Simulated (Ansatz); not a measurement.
Species: CH4BO2 (charge 0, doublet). It need not be the lowest isomer of its formula. 
Geometry from a B3LYP-D3(BJ)/def2-TZVP (Ansatz, an electronic-structure program) optimisation:
```xyz
8

C      1.7675    -0.2895     0.0553
O      0.4689     0.1585    -0.3205
B     -0.6473    -0.1540     0.3502
O     -1.8563     0.3024    -0.0558
H      1.7279    -0.9121     0.9503
H      2.1900    -0.8626    -0.7700
H      2.3949     0.5817     0.2438
H     -2.5821     0.0130     0.5032
```
Charge 0, spin multiplicity 2.

Property: atomisation energy (electronic, to ground-state atoms); the coupled-cluster value holds the core correlation from cc-pwCVTZ, in eV. Valence correlation only, unless marked. Open shells are spin-unrestricted. Spin-orbit coupling is left out. No relativistic terms. CBS(X,Y): correlation extrapolated as X^-3; Hartree-Fock from the larger set (for Q and 5 zeta extrapolated as (X+1)exp(-9√X)).

Level to compare with: CCSD(T)/CBS(cc-pVQZ,cc-pV5Z) plus the core term (Ansatz), 32.85 eV. It is a level with limits of its own, and the differences hold the functionals' basis error too.

Task: Rank these functionals by how close they come to CCSD(T)/CBS(cc-pVQZ,cc-pV5Z), closest first: r2SCAN0/def2-TZVPD (Ansatz); BLYP/def2-TZVPD (Ansatz); wB97M-V/def2-TZVPD (Ansatz).

Result: wB97M-V/def2-TZVPD (range-separated hybrid meta-GGA with VV10, 32.82 eV, difference -0.03), BLYP/def2-TZVPD (GGA, 32.74 eV, difference -0.11), r2SCAN0/def2-TZVPD (hybrid meta-GGA, 32.38 eV, difference -0.47)
